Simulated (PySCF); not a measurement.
# Orbital picture of MgGe

PBE at R = 2.599 Å; PySCF, scalar-relativistic core potentials, basis sets Mg cc-pVDZ, Ge cc-pVDZ-PP with ECP10. State: ³Σ⁻ (triplet), unpaired electrons π ↑↑. Only the outer orbitals are listed, counted within each symmetry, core potentials removing the inner ones.

| spin | orbital | occ. | ε (eV) | on Mg (%) | main shells (%) |
| --- | --- | --- | --- | --- | --- |
| α | 7σ | 1 | -11.68 | 8 | 92 Ge s |
| α | 8σ | 1 | -5.70 | 58 | 57 Mg s, 38 Ge p |
| α | 4π | 1 | -4.08 | 14 | 85 Ge p, 13 Mg p |
| α | 4π | 1 | -4.08 | 14 | 85 Ge p, 13 Mg p |
| α | 9σ | 0 | -3.28 | 64 | 36 Ge p, 34 Mg s, 29 Mg p |
| α | 5π | 0 | -1.21 | 87 | 87 Mg p, 12 Ge p |
| α | 5π | 0 | -1.21 | 87 | 87 Mg p, 12 Ge p |
| β | 7σ | 1 | -10.39 | 11 | 89 Ge s |
| β | 8σ | 1 | -5.33 | 76 | 73 Mg s, 20 Ge p |
| β | 9σ | 0 | -3.05 | 50 | 49 Ge p, 38 Mg p, 12 Mg s |
| β | 4π | 0 | -2.67 | 36 | 63 Ge p, 36 Mg p |
| β | 4π | 0 | -2.67 | 36 | 63 Ge p, 36 Mg p |

Q: Which are the highest filled and the lowest empty level, where do they sit, and how wide is the gap?

A: Highest filled α 4π at -4.08 eV (in %: 85 Ge p, 13 Mg p); lowest empty α 9σ at -3.28 eV (in %: 36 Ge p, 34 Mg s, 29 Mg p); the gap at PBE is 0.80 eV.

| Quantity | Value |
| --- | --- |
| bond order (Mayer) | 1.42 |
| ⟨S²⟩ | 2.068 |
| charge on Mg (Mulliken, basis-dependent) | 0.19 |
| charge on Mg (Löwdin, basis-dependent) | 0.23 |
| dipole moment (positive dipole means Mg(−)Ge(+)) | -2.85 D |
| polarisability along the bond | 152.5 bohr³ |
| polarisability across the bond | 79.1 bohr³ |

Spin–orbit coupling is left out. The state was picked by a PBE0 search and need not be the measured ground state.
